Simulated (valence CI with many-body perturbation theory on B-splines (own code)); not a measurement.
E1 line list for Cl2+

Method: configuration interaction combined with many-body perturbation theory (CI+MBPT): five valence electrons over a frozen Dirac-Fock core [Ne], a basis of 9 s, 9 p, 8 d, 6 f, 3 g, 1 h functions for each j, with the one-electron correlation potential Σ1, the two-electron term Σ2, the three-electron term Σ3, Breit, model QED; selected CI, second order for the rest, scaled by the run's own slope (own B-spline code, finite nucleus).

Set against measurement, 24 paired levels are off by 102 cm⁻¹ on average, the worst by 236. These come from a selection out of Moore, Atomic Energy Levels, vol. I, NSRDS-NBS 35 (1971 reprint of NBS Circular 467, 1949), an old analysis. Levels without a partner in it may be off by more. Among the levels kept, up to 1500 cm⁻¹ of a level comes from second order outside the variational space, and about a tenth of that is noise between levels of different J, which matters for small intervals.

Lines 101 to 150 of 269 in falling wavelength, among levels below 206928 cm⁻¹, chosen from the strongest by gf and those to the six lowest levels. Wavelengths and rates use the calculated energies, so an error of 100 cm⁻¹ moves a line at 1248 Å by 0.12 % and its rate by three times that or more. Electric multipoles are in the length gauge, E1 and E2 with the static RPA response of the core. Weak lines are less certain than strong ones. Lines between different terms over intervals too small for the method are left out, as are lines whose strength nearly cancels. Where a level lies close to another of its J and parity, the split of strength between their lines is uncertain. The highest levels of a list are the least certain.

Names give the largest LS component (configuration and term), which can be under half, so a name can repeat, a term be missing and a line seem to break the LS rules; names also repeat where a configuration has a term twice. Letters in brackets count levels of one name in rising energy.

```tsv
λ vac (Å)	λ from measured levels	Upper	Lower	A (s⁻¹)	S (a.u.)
1248	1244	3s3p⁴ ⁴P_5/2	3s²3p³ ²D°_5/2	6.97e+04	4.01e-04
1247	1243	3s3p⁴ ⁴P_5/2	3s²3p³ ²D°_3/2	8.60e+03	4.94e-05
1239	1234	3s3p⁴ ⁴P_3/2	3s²3p³ ²D°_5/2	1.75e+04	6.57e-05
1238	1233	3s3p⁴ ⁴P_3/2	3s²3p³ ²D°_3/2	2.12e+04	7.93e-05
1232	1228	3s3p⁴ ⁴P_1/2	3s²3p³ ²D°_3/2	1.19e+04	2.19e-05
1087		3s3p⁴ ²D_3/2	3s²3p³ ²P°_3/2	9.60e+05	2.44e-03
1086		3s3p⁴ ²D_5/2	3s²3p³ ²P°_3/2	1.96e+07	7.44e-02
1086		3s3p⁴ ²D_3/2	3s²3p³ ²P°_1/2	1.45e+07	3.66e-02
1016	1015	3s3p⁴ ⁴P_5/2	3s²3p³ ⁴S°_3/2	1.34e+08	4.16e-01
1010	1009	3s3p⁴ ⁴P_3/2	3s²3p³ ⁴S°_3/2	1.36e+08	2.76e-01
1006	1005	3s3p⁴ ⁴P_1/2	3s²3p³ ⁴S°_3/2	1.37e+08	1.38e-01
972.5	972.6	3s²3p²4p ⁴D°_3/2	3s3p⁴ ⁴P_5/2	6.51e+05	1.18e-03
968.4	968.6	3s²3p²4p ⁴D°_5/2	3s3p⁴ ⁴P_5/2	1.06e+06	2.85e-03
963.0		3s3p⁴ ²D_3/2	3s²3p³ ²D°_5/2	1.55e+07	2.73e-02
962.8	962.9	3s²3p²4p ⁴D°_7/2	3s3p⁴ ⁴P_5/2	9.07e+04	3.20e-04
962.4		3s3p⁴ ²D_5/2	3s²3p³ ²D°_5/2	1.93e+08	5.09e-01
962.4		3s3p⁴ ²D_3/2	3s²3p³ ²D°_3/2	2.00e+08	3.52e-01
961.9		3s3p⁴ ²D_5/2	3s²3p³ ²D°_3/2	1.14e+07	3.01e-02
955.3	955.6	3s²3p²4p ⁴P°_3/2	3s3p⁴ ⁴P_1/2	2.42e+07	4.17e-02
953.1	953.4	3s²3p²4p ⁴P°_1/2	3s3p⁴ ⁴P_3/2	9.41e+07	8.04e-02
948.3	948.7	3s²3p²4p ⁴P°_5/2	3s3p⁴ ⁴P_3/2	3.06e+07	7.72e-02
946.8	946.9	3s²3p²4p ⁴P°_3/2	3s3p⁴ ⁴P_5/2	9.22e+07	1.54e-01
942.9	943.2	3s²3p²4p ⁴P°_5/2	3s3p⁴ ⁴P_5/2	7.12e+07	1.77e-01
939.7	939.3	3s²3p²4p ⁴S°_3/2	3s3p⁴ ⁴P_1/2	7.72e+07	1.26e-01
938.4	938.8	3s²3p²4p ²D°_3/2	3s3p⁴ ⁴P_5/2	5.44e+06	8.88e-03
936.7	936.3	3s²3p²4p ⁴S°_3/2	3s3p⁴ ⁴P_3/2	1.21e+08	1.97e-01
936.2		3s²3p²3d ²P_3/2 [a]	3s²3p³ ²P°_3/2	2.75e+06	4.46e-03
935.4		3s²3p²3d ²P_3/2 [a]	3s²3p³ ²P°_1/2	1.20e+06	1.94e-03
931.4	930.9	3s²3p²4p ⁴S°_3/2	3s3p⁴ ⁴P_5/2	1.14e+08	1.82e-01
930.5	930.9	3s²3p²4p ²D°_5/2	3s3p⁴ ⁴P_5/2	7.42e+06	1.77e-02
929.9		3s²3p²3d ²P_1/2 [a]	3s²3p³ ²P°_3/2	2.96e+06	2.35e-03
929.1		3s²3p²3d ²P_1/2 [a]	3s²3p³ ²P°_1/2	4.82e+06	3.82e-03
859.2		3s²3p²3d ⁴F_3/2	3s²3p³ ²P°_3/2	2.29e+04	2.87e-05
858.5		3s²3p²3d ⁴F_3/2	3s²3p³ ²P°_1/2	1.60e+05	1.99e-04
857.5		3s²3p²3d ⁴F_5/2	3s²3p³ ²P°_3/2	8.51e+04	1.59e-04
842.6		3s²3p²3d ²P_3/2 [a]	3s²3p³ ²D°_5/2	3.60e+08	4.25e-01
842.2		3s²3p²3d ²P_3/2 [a]	3s²3p³ ²D°_3/2	3.19e+07	3.77e-02
837.1		3s²3p²3d ²P_1/2 [a]	3s²3p³ ²D°_3/2	4.02e+08	2.33e-01
836.3		3s3p⁴ ²S_1/2	3s²3p³ ²P°_3/2	5.24e+08	3.03e-01
835.7		3s3p⁴ ²S_1/2	3s²3p³ ²P°_1/2	2.71e+08	1.56e-01
821.5		3s²3p²3d ⁴D_1/2	3s²3p³ ²P°_3/2	6.24e+04	3.42e-05
821.4		3s²3p²3d ⁴D_5/2	3s²3p³ ²P°_3/2	5.83e+04	9.57e-05
821.0		3s²3p²3d ⁴D_3/2	3s²3p³ ²P°_3/2	2.19e+04	2.39e-05
820.4		3s²3p²3d ⁴D_3/2	3s²3p³ ²P°_1/2	2.29e+04	2.50e-05
818.8		3s3p⁴ ²D_3/2	3s²3p³ ⁴S°_3/2	6.35e+03	6.88e-06
818.5		3s3p⁴ ²D_5/2	3s²3p³ ⁴S°_3/2	6.63e+04	1.08e-04
818.1		3s²3p²3d ²F_5/2 [a]	3s²3p³ ²P°_3/2	1.19e+04	1.92e-05
779.7		3s²3p²3d ⁴F_3/2	3s²3p³ ²D°_5/2	3.79e+04	3.55e-05
779.3		3s²3p²3d ⁴F_3/2	3s²3p³ ²D°_3/2	6.81e+05	6.36e-04
778.3		3s²3p²3d ⁴F_5/2	3s²3p³ ²D°_5/2	4.39e+05	6.13e-04
```
